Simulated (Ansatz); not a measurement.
Pulling on the Ge2–H3 bond in GaGeH5 (SMILES [GaH2][GeH3]) (multiplicity 1 held, fragments rigid). Energies count from the point at 1.541 Å.
Geometry at that point (charge 0, multiplicity 1):
| atom | x (Å) | y (Å) | z (Å) |
|---|---|---|---|
| Ga | -1.2304 | -0.0777 | -0.2920 |
| Ge | 1.1573 | 0.0702 | 0.2737 |
| H | 1.9820 | -1.1429 | -0.1997 |
| H | 1.7871 | 1.3290 | -0.3615 |
| H | 1.3593 | 0.1998 | 1.7986 |
| H | -2.2172 | 1.0451 | 0.2026 |
| H | -1.8013 | -1.2698 | -1.1461 |

Restricted levels (R-, RO-) in cc, def2 and unpolarised 6-31G sets keep to the state of the molecule at rest. Active spaces are followed from a long bond inwards. Levels need not reach the same state.

Frozen-core correlation. Filled d and f shells under p-block atoms count as core.

Programs: Ansatz (Gaussian basis) for Hartree–Fock, density functionals and correlated methods. Values without a source in brackets are computed.

Energies in kJ/mol.

```
R (Å)  R-HF/cc-pVDZ  R-SCS-MP2/cc-pVDZ  R-CCSD(T)/cc-pVDZ  FIC-MRCISD+Q on CASSCF(2,2)/cc-pVDZ
-----  ------------  -----------------  -----------------  -----------------------------------
1.233           129                130                131                                  131
1.387            25                 26                 27                                   26
1.541             0                  0                  0                                    0
1.696            17                 15                 14                                   14
1.850            55                 52                 48                                   48
2.081           129                121                112                                  112
2.312           206                193                175                                  174
2.697           324                296                258                                  256
3.083           423                373                304                                  305
3.545           515                432                323                                  331
4.162           605                459                315                                  342
4.932           678                431                300                                  344
```

Doubts at one or more of the structures used: a restricted determinant that unrestricted orbitals would lower (R-HF/cc-pVDZ, R-SCS-MP2/cc-pVDZ, R-CCSD(T)/cc-pVDZ); other coupled-cluster roots lie near (R-CCSD(T)/cc-pVDZ); T1 above 0.05 (R-CCSD(T)/cc-pVDZ).

Ansatz is an electronic-structure program.
